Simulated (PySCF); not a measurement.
Br$_{3}$Ga (SMILES [Br][Ga]([Br])[Br]), singlet, geometry from GFN2-xTB (such geometries of metal compounds can be far from the true shape). Base run: PySCF with DF-CAMB3LYP/cc-pVTZ.

The PySCF input:
```python
from pyscf import gto, scf, dft

mol = gto.M(
    atom='''
Ga    0.00000000   -0.00000000    0.00000000
Br    2.17032508   -0.33225835   -0.66424648
Br   -0.77422939   -0.98270758    1.92270243
Br   -1.39609569    1.31496593   -1.25845594
''',
    basis='cc-pvtz',
    verbose=4,
)

mf = dft.RKS(mol)
mf.xc = 'camb3lyp'
mf = mf.density_fit(auxbasis='def2-universal-jkfit')
mf.kernel()
```

Variants of this job, named by their change:

```csv
change,ΔE vs base (mEh),SCF cycles,outcome
base,0.000,9,converged
solver = newton,0.000,-,converged
conv_tol = 1e-6,0.000,7,converged
init_guess = huckel,0.000,10,converged
conv_tol = 1e-4,0.002,5,converged
diis_space = 4,0.000,9,converged
init_guess = vsap,0.000,10,converged
diis_space = 12,0.000,9,converged
diis_space = 2,0.000,14,converged
DIIS = EDIIS,-,50,not converged
init_guess = sap,0.000,10,converged
diis = off; damp = 0.3 (with mf.diis_start_cycle = 200; with mf.max_cycle = 150),0.000,17,converged
level_shift = 0.1 (with mf.max_cycle = 100),0.000,10,converged
```
